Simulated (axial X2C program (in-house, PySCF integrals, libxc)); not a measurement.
## Spin–orbit effects down a group: molecules with In, PBE0

Computed with an in-house all-electron X2C program for linear molecules (integrals from PySCF), spin-free (one-electron X2C) or two-component (2c: spin–orbit coupling with atomic mean-field Coulomb and Gaunt terms, which also bring small scalar terms), in Dyall basis sets with cores contracted in-house; open shells are unrestricted.

Basis sets: H dyall-v3z, In dyall-cv3z, K dyall-cv3z, Li dyall-cv3z, Na dyall-cv3z, Rb dyall-cv3z.

```csv
molecule,spin-free state,Re (Å),ωe (cm⁻¹),De (eV),2c state,Re 2c (Å),ωe 2c (cm⁻¹),De 2c (eV)
InH,"M_S = 0, Λ = 0",1.849,1461.7,2.63,Ω = 0,1.849,1461.9,n/a
LiIn,"M_S = 0, Λ = 0",3.001,267.1,0.88,Ω = 0,2.990,264.7,n/a
NaIn,"M_S = 0, Λ = 0",3.241,145.7,0.74,Ω = 0,3.233,144.4,n/a
KIn,"M_S = 0, Λ = 0",3.735,100.1,0.54,Ω = 0,3.705,97.4,n/a
RbIn,"M_S = 1, Λ = 1",3.614,76.7,0.54,Ω = 0,3.857,71.4,n/a
```

(1) Work out the shifts from the spin-free to the two-component result.

Each entry is the lowest single determinant of a limited PBE0 search at one distance. De goes to single-determinant-based atoms at the same level (for ions the charge split of lowest energy) and is withheld (n/a) where an atom does not fit its ground term or J level. Main or longest-lived isotopes. One determinant is a doubtful description, or other states lie close, for LiIn, NaIn, KIn, RbIn; these need not be ground states, and all values refer to the states named. With several unpaired electrons the Ω given is that of one determinant, not necessarily of the lowest component. The functionals have no current term, which raises determinants with orbital currents. Where the atoms have a lower orbital projection than the molecule, De at mean-field level may be about a tenth of an eV too small. The lowest determinant changes configuration between the Hamiltonians for RbIn, so two states are compared there.

Results:

(1) 

| molecule | 2c state | ΔRe (Å) | Δωe (cm⁻¹) | ΔDe (eV) |
| --- | --- | --- | --- | --- |
| InH | Ω = 0 | 0.000 | 0.2 | n/a |
| LiIn | Ω = 0 | -0.011 | -2.4 | n/a |
| NaIn | Ω = 0 | -0.008 | -1.3 | n/a |
| KIn | Ω = 0 | -0.030 | -2.7 | n/a |
| RbIn | Ω = 0 | other state | other state | n/a |

Shifts of one unit in the last digit are rounding.
